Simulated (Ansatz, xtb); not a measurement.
## Two isomers of C5H6BF

We compare a, `BC1=C(F)C=CC1`, a singlet, with b, `BC1=CC=C(F)C1`, a singlet. Both are isolated molecules in the gas phase, relaxed with PBE-D3(BJ)/def2-SVP; the shapes shown needn't be the lowest conformers.

a (Å):

```xyz
13

C    -0.6709    1.5232    1.3923
C    -1.7089    0.6463    1.1165
C    -1.2627   -0.7145    0.8766
C     0.0977   -0.7173    1.0004
C     0.5747    0.6636    1.3288
B    -0.7763    3.0092    1.6892
F    -2.9982    0.9603    1.0633
H    -1.8622    3.5581    1.7032
H     0.2274    3.6632    1.9160
H    -1.9246   -1.5585    0.6420
H     0.7559   -1.5896    0.8807
H     1.1414    0.6815    2.2885
H     1.2987    1.0365    0.5677
```

b (Å):

```xyz
13

C    -1.0889    1.2032    1.0159
C    -1.3170   -0.0592    1.5535
C    -0.1046   -0.6646    2.0587
C     0.9020    0.2374    1.8325
C     0.3966    1.4734    1.1699
B    -2.1432    2.1098    0.4016
F     2.1842    0.0791    2.1452
H    -3.3015    1.7313    0.3586
H    -1.8538    3.2061   -0.0482
H    -2.3055   -0.5416    1.5902
H     0.0001   -1.6492    2.5310
H     0.6035    2.3806    1.7811
H     0.9009    1.6512    0.1935
```

Energies in hartree; the thermal terms are from GFN2-xTB frequencies at re-optimised GFN2-xTB minima (ideal gas, soft modes damped towards free rotors, one conformer each, 298.15 K, 1 atm) and include the zero-point energy:

|  | a | b |
| --- | --- | --- |
| E, CCSD(T)/def2-SVP | −317.669371 | −317.666225 |
| E, MP2/def2-SVP | −317.582756 | −317.579662 |
| E, MP2/def2-TZVPP | −318.163631 | −318.161021 |
| zero-point energy | 0.093418 | 0.093411 |
| H(298 K) − E | 0.101044 | 0.101042 |
| G(298 K) − E | 0.063237 | 0.063230 |

Q: Correct the CCSD(T) difference for the basis set by the MP2 change, then work out ΔE, ΔE₀, ΔH and ΔG for a → b in kcal/mol (1 Eh = 627.51 kcal/mol) and the equilibrium ratio [b]/[a].

A: 1. Differences b − a: CCSD(T) +0.003146, MP2 in the small set +0.003094, MP2 in the large set +0.002610 Eh.
2. ΔE = +0.003146 + (+0.002610 − (+0.003094)) = +0.002662 Eh = +1.67 kcal/mol.
3. ΔE₀ = ΔE + ΔZPE = +0.002662 + (−0.000007) Eh = +1.67 kcal/mol.
4. ΔH = ΔE + (−0.000002) Eh = +1.67 kcal/mol.
5. ΔG = ΔE + (−0.000007) Eh = +1.67 kcal/mol, so ΔS = (ΔH − ΔG)/T = 0.0 J/(mol K).
6. kT = 0.9442 mEh, so K = [b]/[a] = exp(−ΔG/kT) = exp(−2.81) ≈ 0.06.

Structure a is favoured at this temperature. An error of 1 kcal/mol in ΔG would change K by a factor of 5.4. Mirror images and further conformers aren't counted.

As drawn, both hold the same kinds of bond in the same numbers.

Other levels gave ΔE = +0.5 (GFN2-xTB); +1.5 (HF/STO-3G, GFN2-xTB geometries); +1.9 (r2SCAN-D4/def2-SVP, GFN2-xTB geometries); +1.4 (PBE-D3(BJ)/def2-SVP); +2.0 (HF/def2-SVP); +1.9 (MP2/def2-SVP); +2.0 (CCSD(T)/def2-SVP) kcal/mol. The correlated steps freeze 7 core orbitals. Programs: Ansatz 0.2.0, xtb 6.7.1.
